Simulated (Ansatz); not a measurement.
Ta oxide hydroxide: PBE-D4/def2-TZVPD single points in Ansatz on relaxed structures, gas phase. Each cluster is the lowest isomer that a short search found in that spin, judged at the geometry's level, and lower ones may exist. Core potentials for Ta, no spin–orbit coupling. A negative affinity means that the extra electron isn't bound at that geometry and level; within about 0.2 eV of zero the sign isn't settled. Binding counts from free atoms in the multiplicity of their measured ground term, without zero-point energy. A dash marks a value that wasn't run or was left out as unsound. The structures are stationary points that may keep the symmetry of their start. Remarks come from the PBE and PBE0 runs and from stability tests at other levels; not every state was tested. A HOMO above zero means that the electron is unbound at that level and held by the basis, or that self-interaction error raises the level; the energy of removing that electron tells which. HOMO above LUMO (over both spins in singlets and doublets, within one spin in higher multiplets; at PBE or PBE0), or a gap under 0.15 eV within one spin, warns that the state may not be the lowest or that an electron is smeared out.

| species | atoms | state | geometry | HOMO (eV) | LUMO (eV) | gap (eV) | vertical EA (eV) | binding per atom (eV) | point group (within 0.1 Å) | remarks |
| --- | --- | --- | --- | --- | --- | --- | --- | --- | --- | --- |
| TaO4H3 (with an O–O bond) | 8 | singlet | PBE-D4/def2-SVP | -6.01 | -2.31 | 3.70 | -0.19 | 4.42 | Cs | HOMO above zero (-1 doublet), gap within one spin near zero at PBE or PBE0 (-1 doublet) |
| Ta2O6H2 (with an O–O bond) | 10 | singlet | PBE-D4/def2-SVP | -7.31 | -4.02 | 3.30 | 1.51 | 5.30 | – | HOMO above zero (-1 doublet) |
| Ta2O7H4 (with an O–O bond) | 13 | singlet | PBE-D4/def2-SVP | -7.22 | -3.08 | 4.14 | – | 4.93 | – | HOMO above zero (-1 doublet), gap within one spin near zero at PBE or PBE0 (-1 doublet) |

The gap (eV) runs from 3.30 (Ta2O6H2 (with an O–O bond)) to 4.14 (Ta2O7H4 (with an O–O bond)). The binding per atom (eV) runs from 4.42 (TaO4H3 (with an O–O bond)) to 5.30 (Ta2O6H2 (with an O–O bond)).
